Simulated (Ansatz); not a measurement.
A nudged elastic band was laid between two geometries of Cl₃H₃OSZr (9 atoms, charge 0, multiplicity 1).

Computed with RKS BLYP/def2-SVP (Ansatz).

* movable images: 7
* climbing image: yes
* spring: 5.0 eV/Å²
* optimiser: quadratic models (default)
* start path: through a guess of the saddle point
* force threshold: 0.05 eV/Å
* iteration limit: 60
* end points: relaxed

Initial state:

```xyz
9
Properties=species:S:1:pos:R:3
Zr -0.158 -0.131 0.014
Cl -0.646 0.041 2.355
Cl 2.077 0.448 -0.637
O -1.117 1.372 -0.661
H -1.609 2.133 -1.008
Cl -1.253 -1.911 -1.162
S 1.438 -2.589 0.921
H 0.516 -3.203 1.717
H 2.103 -2.073 1.994
```

Final state:

```xyz
9
Properties=species:S:1:pos:R:3
Zr 0.236 -0.720 -0.738
Cl 1.049 0.518 3.094
Cl 2.257 0.432 -1.174
O -1.176 0.366 -0.058
H -1.740 1.071 0.301
Cl -0.549 -1.758 -2.723
S 0.748 -2.500 0.950
H -0.560 -2.638 1.328
H 1.086 -0.685 2.554
```

Question: What changes between the two ends?

Answer: Bonds broken: Zr1–Cl2, S7–H9. Bonds formed: Cl2–H9. Cl3H3OSZr becomes Cl2H2OSZr + ClH.

Question: Give the energies along the band, and the barrier.

Answer: The forces met the threshold. The highest image is number 6 of 0 to 8, 22.2 kcal/mol above the first end and 2.1 kcal/mol above the last; the last end lies 20.0 kcal/mol above the first. A vibrational analysis at the climbing image gives one clearly imaginary mode, 145i cm⁻¹: a first-order saddle point. The orbitals stay closed-shell, which can raise the energy where a bond breaks towards radicals; this wasn't checked here.

```tsv
image	path coordinate (Å)	energy (kcal/mol)	Zr1–Cl2 (Å)	S7–H9 (Å)	Cl2–H9 (Å)
0	0.00	0.0	2.40	1.36	3.49
1	1.04	0.6	2.40	1.36	3.06
2	2.07	3.3	2.42	1.36	2.90
3	3.11	6.4	2.43	1.36	2.95
4	4.15	6.6	2.44	1.37	3.02
5	5.18	10.0	2.49	1.38	2.31
6	6.22	22.2	2.89	1.85	1.46
7	6.95	20.8	3.50	2.27	1.33
8	7.67	20.0	4.11	2.45	1.32
```

Question: What is the geometry of the highest image?

Answer: 
```xyz
9
Properties=species:S:1:pos:R:3
Zr 0.374 -0.486 -0.308
Cl 1.182 0.345 2.344
Cl 2.220 0.785 -1.098
O -1.258 0.452 0.001
H -1.981 1.100 -0.034
Cl -0.171 -1.696 -2.280
S 0.671 -2.617 1.216
H -0.669 -2.706 1.469
H 0.982 -1.091 2.223
```

Question: What are the harmonic wavenumbers there?

Answer: 145i, 43, 93, 108, 117, 128, 142, 178, 228, 248, 300, 324, 374, 380, 491, 673, 735, 819, 1299, 2567, 3793 cm⁻¹.

The band took 27 iterations and of the order of 25 core-minutes.

The run took 6.7 min on 4 threads of Arm Neoverse V1, on a shared host, peak memory 0.21 GiB.
